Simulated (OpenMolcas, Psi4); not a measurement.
**GeH2 (SMILES [GeH2]): methods side by side**

GeH2: 3 atoms, total charge 0, spin state singlet. SMILES: `[GeH2]`. The coordinates come from a PBE0-D4/def2-TZVP relaxation.

```csv
atom,x (Å),y (Å),z (Å)
Ge,-0.5701,0.4051,-0.2637
H,0.7830,0.7436,0.5090
H,-0.2129,-1.1487,-0.2453
```

Each level gives the energy change with the Ge1–H3 bond stretched from 1.594 to 1.834 Å (eV). The values are calculated.

| level | kind | program | value (eV) | CPU time (all runs) |
| --- | --- | --- | --- | --- |
| SVWN5/def2-TZVPPD (restricted) | LDA | Psi4 | 0.26 | 17 s |
| BLYP/def2-TZVPPD (restricted) | GGA | Psi4 | 0.22 | 28 s |
| PBE/def2-TZVPPD (restricted) | GGA | OpenMolcas | 0.23 | 28 s |
| M06-L/def2-TZVPPD (restricted) | meta-GGA | OpenMolcas | 0.27 | 38 s |
| r2SCAN/def2-TZVPPD (restricted) | meta-GGA | OpenMolcas | 0.29 | 36 s |
| PBE0/def2-TZVPPD (restricted) | global hybrid | OpenMolcas | 0.28 | 26 s |
| B2PLYP/def2-TZVPPD (restricted) | double hybrid | OpenMolcas | 0.30 | 25 s |
| CCSD/def2-TZVPPD (restricted) | coupled cluster or CI | Psi4 | 0.31 | 33 s |

All-electron rows without a relativistic Hamiltonian named are non-relativistic. The first shape isn't each level's own minimum. The values span 0.22 to 0.31 eV. In the correlated wave-function rows the outer d shell of Ge is correlated, in sets not made for it. CPU times are rough (shared hosts, several kinds of processor): they show what a rung costs within a factor of a few.
